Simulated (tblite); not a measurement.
Compound: C3H8FSi2 (doublet state).
Structure used (GFN2-xTB), in Å, numbered top down from 1:
```
atom  x, y, z in Å
C1     2.5248    1.0419   -0.4419
C2     1.5706    0.6173    0.3165
Si3    0.6432   -0.4667    1.4612
C4    -0.8942   -1.0289    0.4508
F5    -1.6443   -1.8843    1.2756
Si6   -2.0692    0.3254   -0.2175
H7     3.4503    0.4966   -0.6194
H8     2.4725    1.9889   -0.9695
H9     1.3443   -1.6812    1.9126
H10    0.2119    0.3180    2.6207
H11   -0.5705   -1.6662   -0.3807
H12   -3.2321   -0.3242   -0.8230
H13   -1.3135    1.0820   -1.2167
H14   -2.4945    1.1809    0.8892
```

Method: GFN2-xTB as coded in tblite; computed harmonic values from a numerical Hessian at the method's own geometry, unscaled. Errors from tens to a few hundred cm⁻¹ against measured bands are possible. Modes of hydrogen on silicon can be 10 to 20 % off. One conformer, not necessarily the lowest. Open shells enter through the occupations alone, without spin polarisation, and single modes of such species can be off by tens of per cent.

Harmonic wavenumbers (cm⁻¹): 31.8, 59.7, 109.2, 115.6, 126.7, 182.8, 245.5, 273.3, 308.1, 458.9, 490.9, 508.6, 547.2, 651.8, 660.2, 726.2, 760.0, 781.0, 784.9, 800.1, 827.4, 872.3, 879.3, 975.7, 1081.1, 1262.3, 1351.3, 1806.2, 2155.2, 2240.9, 2266.0, 2271.6, 2280.7, 2893.6, 2906.8, 2976.1.

A = 3102, B = 1347, C = 1015 MHz; mass 119.015 u (most abundant isotopes); point group C1, symmetry number 1; spin multiplicity 2.

**Question.** What is the zero-point energy?

**Answer.** Half the sum of the wavenumbers: 18834 cm⁻¹ = 225.31 kJ/mol.

**Question.** What is S at 400 K and 1 bar for an ideal gas of classical rigid rotors and harmonic oscillators?

**Answer.** Translation 174.57, rotation 123.82, vibration 174.39, spin (R ln 2) 5.76: S = 478.5 J/(mol K).

**Question.** And Cp and H(400 K) − H(0)?

**Answer.** Cp = 187.06 J/(mol K), of which vibrations give 153.81 (their classical limit is 36 R = 299.3); H(400 K) − H(0) = 47.57 kJ/mol without the zero-point energy, 34.27 from vibrations.

**Question.** How do the functions run with temperature in this model?

**Answer.** 
| T (K) | S (J/(mol K)) | Cp (J/(mol K)) | H − H(0) (kJ/mol) | G − H(0) (kJ/mol) | ln q(vib) |
| --- | --- | --- | --- | --- | --- |
| 50 | 253.4 | 59.9 | 2.24 | -10.43 | 0.82 |
| 100 | 302.5 | 83.2 | 5.85 | -24.40 | 2.31 |
| 298.15 | 427.8 | 158.0 | 29.92 | -97.64 | 7.98 |
| 373.15 | 465.8 | 180.2 | 42.64 | -131.17 | 9.98 |
| 500 | 522.7 | 208.8 | 67.41 | -193.95 | 13.18 |
| 750 | 615.1 | 246.6 | 124.70 | -336.64 | 18.89 |
| 1000 | 689.7 | 271.1 | 189.63 | -500.04 | 23.89 |

q(vib) and H(0) count from the zero-point level.

**Question.** What must be added to the electronic energy to get the Gibbs energy at 400 K and 1 bar?

**Answer.** ZPE + [H(400 K) − H(0)] − T·S = 225.31 + 47.57 − 191.42 = 81.46 kJ/mol.

**Question.** Blend soft modes into free rotors: weight 1/[1 + (100 cm⁻¹/ν̃)⁴] for the oscillator and the rest for a rotor with moment μB/(μ + B), μ = h/(8π²ν), B = 10⁻⁴⁴ kg m². What vibrational entropy results?

**Answer.** 157.56 J/(mol K) in place of 174.39, which changes −T·S at 400 K by +6.73 kJ/mol.

**Question.** Which modes carry the vibrational entropy at 400 K?

**Answer.** 31.8 cm⁻¹: 26.35; 59.7 cm⁻¹: 21.12; 109.2 cm⁻¹: 16.14; 115.6 cm⁻¹: 15.67; 126.7 cm⁻¹: 14.92; 182.8 cm⁻¹: 11.95 J/(mol K); the other 30 give 68.25 together.

Hindered rotation and anharmonicity are outside this model. Other conformers, if any are populated, would add a mixing term that is left out. The structure is chiral; the term R ln 2 for an equal mix with its mirror image is left out.
